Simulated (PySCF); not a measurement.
Ga(OH)(SeH)2 (GaH3OSe2), SMILES [OH][Ga]([SeH])[SeH].

The structure is a stationary point at B3LYP-D3(BJ)/def2-SVP. Other conformers were not sampled.

Calculation: PySCF with C-PCM-PBE0/def2-SVP.

The values are the electrostatic part of the solvation free energy, E(continuum) − E(gas) at the gas-phase geometry, in a cavity of scaled van der Waals radii (PySCF's table); cavitation and dispersion terms are not included. A continuum can't describe solvent molecules that bind to the metal. In vacuum the orbital gap is 6.12 eV. The dipole moment in vacuum is 1.68 D.

Computed values in water (ε = 78.36), chloroform (ε = 4.71), methanol (ε = 32.61):
```json
[
 {"solvent": "water", "ε": "78.36", "ΔG(elec) (kcal/mol)": "-7.9", "dipole (D)": "2.36", "gap (eV)": "6.23"},
 {"solvent": "chloroform", "ε": "4.71", "ΔG(elec) (kcal/mol)": "-6.1", "dipole (D)": "2.18", "gap (eV)": "6.21"},
 {"solvent": "methanol", "ε": "32.61", "ΔG(elec) (kcal/mol)": "-7.7", "dipole (D)": "2.35", "gap (eV)": "6.23"}
]
```
